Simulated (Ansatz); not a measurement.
# Relative stability

The two ends of one reaction step of CH7AsZn, singlet (PBE0-D4/def2-TZVP).

A:

| atom | x (Å) | y (Å) | z (Å) |
| --- | --- | --- | --- |
| Zn1 | -0.2794 | 0.3952 | -0.3446 |
| H2 | 2.0231 | -1.0183 | 1.1570 |
| C3 | -0.4931 | -1.3434 | -1.2008 |
| H4 | 2.1498 | -0.3430 | 1.4511 |
| As5 | 0.0195 | 2.5317 | 0.6756 |
| H6 | -1.2902 | -1.3137 | -1.9475 |
| H7 | -0.7479 | -2.1070 | -0.4616 |
| H8 | 0.4310 | -1.6457 | -1.6998 |
| H9 | -1.4234 | 2.9043 | 0.3484 |
| H10 | -0.3895 | 1.9397 | 2.0220 |

B:

```xyz
10
angstrom
Zn 0.7206 -1.2164 0.1252
H 1.7758 -1.1531 1.2647
C -0.5141 -1.5555 -1.3442
H 1.3102 2.5124 0.9779
As 0.0560 1.6627 0.9167
H -0.3420 -0.8516 -2.1633
H -1.5494 -1.4300 -1.0150
H -0.4078 -2.5676 -1.7421
H -0.8479 2.8341 0.5726
H -0.2014 1.7649 2.4074
```

Computed with Ansatz 0.2.0 (basis: def2-TZVPP); correlated methods freeze the cores. The 3s and 3p shells of Cu and Zn are frozen; filled d shells are correlated. The def2 sets are not built for correlating such inner shells, so the correlated values are less sure here. B3LYP uses VWN-RPA correlation.

Task: Which structure is lower at CCSD(T), and by how much? (Judge from chemistry; the value comes from the calculation.)

Result: Computed: A, by 0.397 eV (electronic energy, against the other). By their contacts, A is a complex of CH₅AsZn ([CH3][Zn][AsH2]) + H₂ and B is a complex of CH₄Zn ([CH3][ZnH]) + AsH₃.

All methods give the same order:

```csv
method,E(B) − E(A) (eV)
SPW92,0.320
PBE-D4,0.449
BLYP-D4,0.442
r2SCAN-D4,0.435
B97M-V,0.247
PBE0-D4,0.432
B3LYP-D4,0.422
r2SCAN0-D4,0.436
BHLYP-D4,0.391
CAM-B3LYP-D4,0.350
wB97X-V,0.371
wB97M-V,0.405
B2PLYP,0.444
PBE-QIDH,0.439
RPA on PBE,0.347
HF,0.368
MP2,0.481
CCSD,0.375
CCSD(T),0.397
```

No T1 diagnostic of these runs exceeds 0.014.

Labels in which every atom is bracketed show which atoms are joined, not bond orders.

For scale, one of the runs: CCSD(T)/def2-TZVPP, 241 basis functions, launched by `ansatz run in.yaml --threads 8 --pin off --events-out ev --progress --plain --max-ram 19148MiB`. The run took 110 s on 8 CPU threads of an Arm Neoverse V1 (shared host), with 4.6 GiB of host memory at its peak.
